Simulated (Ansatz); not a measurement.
CH6OSeSn, SMILES `C[O][SnH2][SeH]`. Charge 0, multiplicity 1. Sn: def2 effective core potential.

Z-matrix (Å, degrees):
```
C
O 1 1.405
H 1 1.100 2 112.4
H 1 1.098 2 112.3 3 122.2
H 1 1.094 2 108.2 3 -118.8
Sn 2 1.963 1 119.7 3 -63.2
Se 6 2.527 2 108.8 1 -55.2
H 6 1.696 2 103.6 1 -172.6
H 6 1.707 2 108.1 1 63.0
H 7 1.469 6 91.5 2 95.7
```

Task: List the harmonic frequencies (cm⁻¹, unscaled) at PBE0-D4/def2-TZVP in Ansatz. (Estimate.)

Result: The calculation gave: 57, 104, 129, 143, 222, 246, 377, 523, 567, 622, 641, 671, 1118, 1177, 1194, 1473, 1491, 1497, 1937, 1990, 2446, 2981, 3036, 3088.

Task: Is this a minimum?

Result: Yes, all 24 modes are real.

Task: Give the ideal-gas thermochemistry at 298.15 K and 1 bar (rigid rotor, harmonic oscillator; point group C1, symmetry number 1).

Result: Zero-point energy 165.9 kJ/mol; H(298) − E = 189.2 kJ/mol; entropy 384.4 J/(mol·K), of which translation 176.8, rotation 120.3, vibration 87.3; G(298) − E = 74.6 kJ/mol. Modes under 100 cm⁻¹ are hindered rotations or soft bends, so the harmonic entropy is rough.

Task: Rotational constants (cm⁻¹)?

Result: 0.1154, 0.04119, 0.03175.
